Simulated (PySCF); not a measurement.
An unknown shows these calculated signals:

¹H NMR (400 MHz, computed): δ 9.69 (s, 1H), 6.48 (m, 1H), 6.41 (m, 1H), 6.24 (m, 1H), 4.73 (d, 2H), 4.10 (s, 6H).

¹³C{¹H} NMR (computed): δ 208.1 (CH), 143.0 (CH2), 142.4 (CH), 28.3 (C).

- structure optimised with GFN2-xTB
- GIAO PBE0/pcSseg-1 shieldings
- code: PySCF 2.14.0 with density-fitted response routines
- single conformer, no solvent model, fast rotation and ring inversion assumed for equivalent nuclei, non-relativistic Hamiltonian

Referencing at the same level of theory: ¹H (31.72 ppm) and ¹³C (186.93 ppm) against TMS.

Task: Which of these does the molecule contain: a vinyl group CH=CH2, a methoxy group, an aldehyde, an OH group, a Si–H bond, a Si–CH3 group?

Result: 
- A vinyl group CH=CH2: yes (δC 143.0, 142.4; δH 6.24 (m), 6.41 (m), 6.48 (m)).
- A methoxy group: no.
- An aldehyde: yes (δC 208.1; δH 9.69 (s)).
- An OH group: no.
- A Si–H bond: yes (δH 4.73 (d)).
- A Si–CH3 group: no.

The data belong to SMILES C=C[SiH2]C([SiH3])([SiH3])C=O, C$_{4}$H$_{12}$OSi$_{3}$; they needn't prove each group on their own.

Carbon signals by region: 1 in the far downfield region (above 160 ppm), 2 in the sp2 and nitrile region (100–160 ppm), 1 below 50 ppm. Above 160 ppm: 208.1, aldehyde carbonyl carbon.

Shifts are as computed. Against solution values, carbons near 30 ppm lie about +3 ppm off and those near 130 ppm about +5 ppm. Of 1211 compounds with measured shifts, 218 miss one by over three times the rms of a fit or turn the order of signals round; such compounds aren't used in these exercises. Multiplicities follow the n + 1 count of equivalent neighbours, as no J values were calculated; m marks all less simple cases, F and P coupling included.
